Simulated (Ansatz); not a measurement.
`CS[SiH2]CF` → `[CH2]` (triplet) + `FC[SiH2]S`  (formal loss of a carbene)

Computed with Ansatz on PBE0-D4/def2-TZVP structures; ΔE is electronic, products minus reactants. CCSD(T)/CBS is the MP2 limit (def2-TZVPP, def2-QZVPP) plus CCSD(T) − MP2 in def2-TZVPP, frozen cores. This one scheme is used for every species. Triplets are unrestricted, without spin–orbit coupling. Each species was taken in one conformer, which may not be the lowest.

`CS[SiH2]CF`:

```xyz
12

C    -1.778   -0.496   -0.913
S    -1.594    0.720    0.428
Si    0.302    0.148    1.184
C     1.721    0.529   -0.014
F     1.584   -0.216   -1.185
H    -1.730   -1.512   -0.523
H    -2.763   -0.329   -1.347
H    -1.017   -0.355   -1.678
H     0.328   -1.309    1.485
H     0.524    0.950    2.416
H     1.733    1.589   -0.285
H     2.690    0.281    0.433
```

`[CH2]` (triplet):

```xyz
3

C    -0.160   -0.224   -0.016
H    -0.391    0.388    0.842
H     0.551   -0.164   -0.826
```

`FC[SiH2]S`:

Z-matrix (Å, degrees):
```
C
Si 1 1.892
F 1 1.393 2 109.3
H 1 1.096 2 111.5 3 -119.5
H 1 1.095 2 111.3 3 119.5
S 2 2.132 1 110.6 3 -60.8
H 2 1.485 1 109.2 3 -177.2
H 2 1.485 1 108.7 3 62.3
H 6 1.345 2 93.4 1 56.7
```

| species | CCSD(T)/def2-TZVPP energy (Eh) |
| --- | --- |
| `CS[SiH2]CF` | -866.81673 |
| `[CH2]` (triplet) | -39.07850 |
| `FC[SiH2]S` | -827.58207 |

Question: Work out ΔE.

Answer: ΔE = (-39.07850) + (-827.58207) − (-866.81673) = 0.15616 Eh = +410.0 kJ/mol. CCSD(T)/CBS gives +423.5 kJ/mol.

Largest T1 diagnostic among the species: 0.011.

Leaving LDA and LC-ωPBE aside and taking each functional with its dispersion term where it has one, the values, not all of them listed here, spread over 37.4 kJ/mol, from r2SCAN0-D4 to ωB97X-V. LDA lies +68.8 kJ/mol from PBE without D4. The D4 term adds +12.0 kJ/mol with B3LYP and +6.6 kJ/mol with PBE0; it sums over pairs of atoms, weighted by their polarisabilities, and B3LYP, whose exchange is more repulsive, gets the larger term.

B3LYP here is the variant with VWN-RPA as its local correlation; programs differ in this.
